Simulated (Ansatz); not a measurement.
`COB(C)N` + `[O]=[Mo]([F])([Cl])([Cl])[Cl]` → `CB(N)F` + `C[O][Mo](=[O])([Cl])([Cl])[Cl]`  (redistribution)

Isolated molecules relaxed with PBE0-D4/def2-TZVP in Ansatz; ΔE leaves out vibrations. CCSD(T)/CBS is the MP2 limit (def2-TZVPP, def2-QZVPP) plus CCSD(T) − MP2 in def2-TZVPP, frozen cores. DFT in def2-TZVPP. def2 core potentials past Kr. For Mo outer-core shells are correlated without core-valence functions, which leaves a few kJ/mol of doubt a bond. One conformer a species, not always the lowest.

```csv
level,ΔE (kJ/mol)
LDA (SPW92),-43.2
B97M-V,-42.1
BHLYP-D4,-48.2
B2PLYP,-51.4
PBE-QIDH,-53.7
BLYP,-38.8
PBE0,-42.5
CCSD(T)/def2-TZVPP,-56.6
```

Q: What does CCSD(T)/CBS give? (Best estimate.)

A: Computed: -55.2 kJ/mol. The listed levels differ from it by 12.0, 13.1, 7.0, 3.8, 1.5, 16.4, 12.7, -1.4 kJ/mol.

Largest T1 diagnostic among the species: 0.025, so the coupled-cluster value is less sure than usual.

In def2-TZVPP, CCSD(T) changes the Hartree–Fock value by −14.4 kJ/mol (the triples alone add −4.1 kJ/mol) and MP2 by −24.4 kJ/mol. At CCSD(T), def2-SVP lies −6.4 kJ/mol from the extrapolated value and def2-TZVPP −1.3 kJ/mol.

CCSD(T)/CBS has its own doubt, a few kJ/mol and more with outer-core shells, so smaller differences from it don't rank the levels.
